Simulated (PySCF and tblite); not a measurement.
Values are calculated unless marked as measured or tabulated.
C5H8N2O, numbered as in [CH3:1][O:2]/[C:3]([CH3:4])=[N:5]/[CH2:6][C:7]#[N:8].

Free energies: B3LYP-D3(BJ)/def2-SVP (IEF-PCM, tetrahydrofuran) on GFN2-xTB structures plus GFN2-xTB thermal terms, symmetry and mirror images included. Conformers within 2.5 kcal/mol (GFN2-xTB free energy) were kept, 5 at most. Run with PySCF (density fitting) and tblite.

Torsions listed: C1–O2–C3–N5, C3–N5–C6–C7. Of a mirror pair one member is shown.

```tsv
conformer	shape	symmetry	dipole D
1	1°, 66°	C1 (pair)	3.94
2	0°, 180°	Cs	5.55
```

Task: Which of these conformers is the most populated at 298.15 K, and with what share?

Result: Conformer 2, about 78 %.

Task: Give the DFT energies and free energies relative to the lowest, and all weights.

Result: 
```json
{"conformer": "1", "shape": "1°, 66°", "E(DFT) kcal/mol": "0.29", "G(298.15 K) kcal/mol": "0.74", "weight %": "22.3"}
{"conformer": "2", "shape": "0°, 180°", "E(DFT) kcal/mol": "0.00", "G(298.15 K) kcal/mol": "0.00", "weight %": "77.7"}
```

Task: How does its share change from 250 K to 350 K?

Result: From 80 % to 76 %; the mixing entropy goes from 1.26 to 1.44 cal/(mol K).
